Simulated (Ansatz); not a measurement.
Conformers of H7NO6Si2, SMILES `O[Si](O)(O)N[Si](O)(O)O`, each relaxed with PBE0-D4/def2-TZVP in Ansatz. CBS adds the triple-zeta coupled-cluster correction to the MP2 limit.

Not all of them had a frequency check.

Conformer A:

Cartesian coordinates in Å:
```
O 0.999 1.472 -2.240
Si 0.554 0.084 -1.506
O 1.445 -1.080 -2.231
O -1.015 -0.341 -1.678
N 0.822 0.308 0.171
Si -0.264 -0.028 1.433
O 0.364 0.702 2.752
O -0.501 -1.621 1.707
O -1.777 0.526 1.051
H 1.240 1.398 -3.165
H 1.179 -1.985 -2.062
H -1.628 0.034 -1.036
H 1.716 0.686 0.450
H 0.170 0.300 3.599
H -1.406 -1.931 1.653
H -1.898 1.476 1.102
```

Conformer B:

```xyz
16

O    -2.075    0.553    0.252
Si   -0.774    1.430   -0.177
O    -0.851    2.162   -1.636
O    -0.626    2.664    0.890
N     0.581    0.374   -0.270
Si    0.789   -1.267    0.118
O     1.855   -1.961   -0.913
O     1.372   -1.622    1.603
O    -0.729   -1.902    0.068
H    -1.971   -0.400    0.134
H    -1.295    3.011   -1.651
H    -0.845    2.457    1.800
H     1.412    0.822   -0.636
H     1.713   -1.814   -1.849
H     2.307   -1.820    1.663
H    -0.864   -2.687    0.602
```

Problem. Which is lowest in electronic energy at CCSD(T)/CBS (frozen core, def2 sets), and by how much? (Best estimate.)

Solution. The calculation gave: B; A lies 4.0 kJ/mol higher.

Problem. Give the energies relative to B (kJ/mol) with PBE-D4/def2-TZVPP, ωB97M-V/def2-TZVPP, B3LYP/def2-TZVPP, HF/def2-TZVPP, HF/def2-QZVPP, MP2/CBS(def2), CCSD/CBS(def2). (Best estimate.)

Solution. Ansatz gave: 
| level | A |
| --- | --- |
| PBE-D4/def2-TZVPP | 3.7 |
| ωB97M-V/def2-TZVPP | 2.8 |
| B3LYP/def2-TZVPP | 4.4 |
| HF/def2-TZVPP | 3.6 |
| HF/def2-QZVPP | 3.7 |
| MP2/CBS(def2) | 4.0 |
| CCSD/CBS(def2) | 3.9 |

B3LYP here is the variant with VWN-RPA as its local correlation; programs differ in this.
